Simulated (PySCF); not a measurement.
# Reading the logs of faulty runs: BC2GeH5

All numbers below are calculated, not measured. They come from PySCF 2.14.0, an open-source quantum chemistry program, on an isolated molecule that a program drew, which may never have been made. The molecule is BC2GeH5 (charge 0, singlet), drawn as the SMILES string `C=B[CH2][GeH]`.

Each row is a Hartree-Fock (HF) and frozen-core CCSD(T) single point in the cc-pVDZ basis, meant for a local HF minimum. Run 1 is clean. Each other run has one planted mistake out of seven kinds, and not every kind appears here: one electron removed, one electron added, multiplicity raised by two, geometry at a saddle point, minimal basis STO-3G, one bond length entered in bohr, all coordinates scaled. The reference is restricted for singlets and unrestricted otherwise, and also for a bond in bohr. Adding or removing an electron swaps singlet and doublet. Electrons count all cores. HOMO and LUMO are orbital energies over both spins, the gradient is its largest component, and the lowest frequency (negative if imaginary) is given only where the gradient is small. Bond lengths are over the 8 bonds as drawn. T1 is the CCSD diagnostic: over 0.02 (restricted) or 0.045 (unrestricted) a single reference is doubtful. Germanium has the cc-pVDZ-PP basis, with a core potential (ECP10MDF) in place of its 10 inner electrons, and its 3s, 3p and 3d shells are frozen in CCSD(T).

Geometry of the clean run:
```xyz
9
BC2GeH5, angstrom
C     0.3441   -3.4776    0.1967
B     0.2495   -2.1186    0.4664
C     0.2014   -0.6454    0.8415
Ge    1.6041   -0.2580    2.2721
H    -0.3579   -3.9885   -0.4537
H     1.1338   -4.0930    0.6149
H     0.5125    0.0056    0.0130
H    -0.7600   -0.3063    1.2285
H     2.7325   -1.1725    1.6363
```

| run | electrons | basis functions | <S^2> | HOMO (eV) | LUMO (eV) | gradient (hartree/bohr) | lowest frequency (cm^-1) | mean bond (Å) | longest bond (Å) | T1 | HF (hartree) | CCSD(T) (hartree) | mistake |
|---|---|---|---|---|---|---|---|---|---|---|---|---|---|
| 1 | 54 | 90 | 0.000 | -8.27 | 0.16 | 2.2e-05 | 91 | 1.3618 | 2.041 | 0.0142 | -396.63262 | -397.12749 | no fault |
| 2 | 54 | 90 | 0.924 | -8.04 | 0.13 | 1.6e-02 | - | 1.4825 | 2.050 | 0.0679 | -396.49992 | -396.99032 | one bond length entered in bohr |
| 3 | 53 | 90 | 0.858 | -13.72 | -5.43 | 1.1e-01 | - | 1.3618 | 2.041 | 0.0356 | -396.38617 | -396.83638 | one electron removed |
| 4 | 55 | 90 | 0.764 | -1.37 | 7.28 | 2.9e-02 | - | 1.3618 | 2.041 | 0.0168 | -396.65387 | -397.15811 | one electron added |
| 5 | 54 | 90 | 2.027 | -5.64 | -0.89 | 1.4e-01 | - | 1.3618 | 2.041 | 0.0380 | -396.56470 | -397.03408 | ? |
| 6 | 54 | 90 | 0.000 | -8.80 | 0.46 | 8.8e-02 | - | 1.2311 | 1.845 | 0.0126 | -396.53745 | -397.01666 | ? |

**Which mistake was planted in run 5, and what did it cost?**

Electrons, basis and geometry are unchanged, and <S^2> is 2.027, beside S(S+1) = 2.00 for a multiplicity of 3. So the mistake is: multiplicity raised by two. Subtracting run 1 and multiplying by 627.51 kcal/mol a hartree, the energy moved by 42.6 kcal/mol in HF and 58.6 kcal/mol in CCSD(T).

**Which mistake was planted in run 6, and what did it cost?**

The mean and the longest bond both change by the same factor, 0.904, and the gradient is no longer small. So the mistake is: all coordinates scaled. Subtracting run 1 and multiplying by 627.51 kcal/mol a hartree, the energy moved by 59.7 kcal/mol in HF and 69.5 kcal/mol in CCSD(T).

Cautions from the logs. Run 2: T1 is over the limit, so its CCSD(T) energy is less reliable.
